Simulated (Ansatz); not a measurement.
C2H7NOSn can be A, `[CH3][SnH2][O]C=N`, or B, `CO[C](=N)[SnH3]`.

Isolated molecules relaxed with PBE0-D4/def2-TZVP in Ansatz; ΔE leaves out vibrations. CCSD(T)/CBS is the MP2 limit (def2-TZVPP, def2-QZVPP) plus CCSD(T) − MP2 in def2-TZVPP, frozen cores. Functionals use def2-TZVPP. B3LYP here is the variant with VWN-RPA as its local correlation; programs differ in this. Elements past krypton have def2 core potentials. For Sn outer-core shells are correlated without core-valence functions, which leaves a few kJ/mol of doubt a bond. Each species was taken in one conformer, which may not be the lowest.

Problem. Which is lower in electronic energy at CCSD(T)/CBS, and by how much? (An estimate is asked.)

Solution. The calculation gave: A, by 132.7 kJ/mol.

Problem. Give E(B) − E(A) in kJ/mol with B3LYP-D4, CCSD/def2-TZVPP, B3LYP, PBE0-D4, ωB97M-V, r2SCAN-D4, B2PLYP. (Estimate.)

Solution. Computed: B3LYP-D4 120.7, CCSD/def2-TZVPP 122.5, B3LYP 119.9, PBE0-D4 118.6, ωB97M-V 120.9, r2SCAN-D4 124.2, B2PLYP 124.8. None reverses the order clearly.

Largest T1 diagnostic: 0.014.
